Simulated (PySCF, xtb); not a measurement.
C₂H₁₂OSi₃, SMILES O[Si@@H]([SiH3])CC[SiH3]. Other conformers were not sampled.

Harmonic wavenumbers (cm⁻¹) from GFN2-xTB (xtb 6.7.1) at its own minimum, in rising order: 20, 26, 72, 97, 147, 168, 190, 232, 314, 322, 436, 450, 484, 503, 546, 641, 657, 690, 707, 768, 780, 794, 798, 801, 811, 814, 818, 835, 882, 1074, 1085, 1173, 1292, 1318, 1485, 1499, 2114, 2192, 2210, 2221, 2238, 2249, 2260, 2927, 2939, 2960, 2963, 3630.

### Question
What does PBE0-D3(BJ)/def2-SVP in PySCF give at its own minimum? (The exact figures need the calculation; the answer reports its results.)

### Answer
41, 74, 90, 109, 157, 182, 209, 248, 284, 320, 421, 496, 503, 520, 602, 637, 684, 735, 747, 807, 835, 851, 884, 922, 926, 934, 937, 949, 969, 1034, 1086, 1150, 1271, 1282, 1418, 1428, 2176, 2190, 2212, 2222, 2232, 2234, 2239, 3039, 3048, 3095, 3105, 3897. Paired by order, the mean absolute difference is 52 cm⁻¹ and the zero-point energies are 78.1 and 80.7 kcal/mol.
